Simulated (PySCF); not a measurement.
**Polarisability and C₆ of O+ (oxygen, charge +1)**

[He] 2s2 2p3, high-spin 4S determinant. Computed with PySCF 2.14 in aug-cc-pVTZ with one added diffuse shell each of s, p, d, f type (6s5p4d3f, 62 functions), with the non-relativistic Hamiltonian (point nucleus). Coupled (time-dependent) response in atomic units; α is the mean over directions.

| method | mean α (bohr³) | C₆ (like pair) | S(−4) |
| --- | --- | --- | --- |
| UHF | 2.638 | 4.997 | 4.988 |
| PBE | 2.694 | 5.341 | 4.328 |
| PBE0 | 2.645 | 5.180 | 4.288 |
| BP86 | 2.692 | 5.346 | 4.290 |
| BLYP | 2.660 | 5.276 | 4.057 |

S(−4) is the Cauchy moment in α(ω) = α(0) + S(−4) ω² + …

α(iu) at PBE:

```json
{"u (hartree)": "0", "α(iu) (bohr³)": "2.694"}
{"u (hartree)": "0.0500", "α(iu) (bohr³)": "2.683"}
{"u (hartree)": "0.100", "α(iu) (bohr³)": "2.652"}
{"u (hartree)": "0.200", "α(iu) (bohr³)": "2.537"}
{"u (hartree)": "0.300", "α(iu) (bohr³)": "2.377"}
{"u (hartree)": "0.500", "α(iu) (bohr³)": "2.018"}
{"u (hartree)": "0.750", "α(iu) (bohr³)": "1.618"}
{"u (hartree)": "1.00", "α(iu) (bohr³)": "1.305"}
{"u (hartree)": "1.50", "α(iu) (bohr³)": "0.8822"}
{"u (hartree)": "2.00", "α(iu) (bohr³)": "0.6281"}
{"u (hartree)": "3.00", "α(iu) (bohr³)": "0.3597"}
{"u (hartree)": "5.00", "α(iu) (bohr³)": "0.1606"}
```

A single London oscillator, α(iu) = α/(1 + u²/ω²), gives C₆ = (3/4) ω α². Matching the computed C₆ needs ω = 4 × 5.341 / (3 × 2.694²) = 0.981 hartree.

For an ion, C₆ is the dispersion term alone; charge-induced terms of lower order in 1/R come first.
